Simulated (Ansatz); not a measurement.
Reaction (formal exchange of groups at the In–F bond): `[F][InH][I]` + CH₃OH → `O[CH2][InH][I]` + H–F

Computed with Ansatz on PBE0-D4/def2-TZVP structures; ΔE is electronic, products minus reactants. CCSD(T)/CBS adds triple-zeta CCSD(T) − MP2 to the extrapolated MP2 energy (def2 sets, frozen cores). This one scheme is used for every species. DFT in def2-TZVPP. Elements past krypton have def2 core potentials. For I, In outer-core shells are correlated without core-valence functions, which leaves a few kJ/mol of doubt a bond. Each species was taken in one conformer, which may not be the lowest.

Is it downhill or uphill in electronic energy at CCSD(T)/CBS, and by how much? (Estimate.)

The calculation gave: Uphill: ΔE = +20.2 kcal/mol.

What do these levels give: B97M-V, r2SCANh-D4, BLYP, HF/def2-QZVPP, MP2/def2-QZVPP, CCSD/CBS(def2)? (An estimate is asked.)

The calculation gave: B97M-V 24.6, r2SCANh-D4 21.5, BLYP 24.2, HF/def2-QZVPP 30.1, MP2/def2-QZVPP 18.9, CCSD/CBS(def2) 21.3 kcal/mol.

Largest T1 diagnostic among the species: 0.014.

The D4 term adds −2.4 kcal/mol with B3LYP and −1.3 kcal/mol with PBE0; it sums over pairs of atoms, weighted by their polarisabilities, and B3LYP, whose exchange is more repulsive, gets the larger term. In def2-TZVPP, CCSD(T) changes the Hartree–Fock value by −9.6 kcal/mol (the triples alone add −1.1 kcal/mol) and MP2 by −11.0 kcal/mol.

B3LYP here is the variant with VWN-RPA as its local correlation; programs differ in this.
